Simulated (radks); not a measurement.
Initial-state core-level shifts of neutral potassium when its valence configuration changes from [Ar] 4s1. Calculated with a radial shooting solver on a logarithmic mesh with Libxc functionals: non-relativistic Kohn-Sham, r2SCAN, spin-unpolarised, spherical densities, point nucleus; meta-GGA in the generalised Kohn-Sham scheme. Shifts are changes of the shell-averaged eigenvalues in eV (positive: less bound); the change of the density at the nucleus, which sets a Mossbauer isomer shift, is in e/bohr^3, on a base of 4541.

valence          1s      2s      3s      3p  density at nucleus
3d1          -1.924  -1.842  -1.806  -1.807             -0.8448
3d0.5 4s0.5  -1.237  -1.209  -1.186  -1.183             -0.3562
4p1          -1.498  -1.494  -1.479  -1.458             -0.8237
4s0.5 4p0.5  -0.766  -0.764  -0.757  -0.747             -0.4261
3d0.5 4p0.5  -1.713  -1.669  -1.643  -1.633             -0.8336
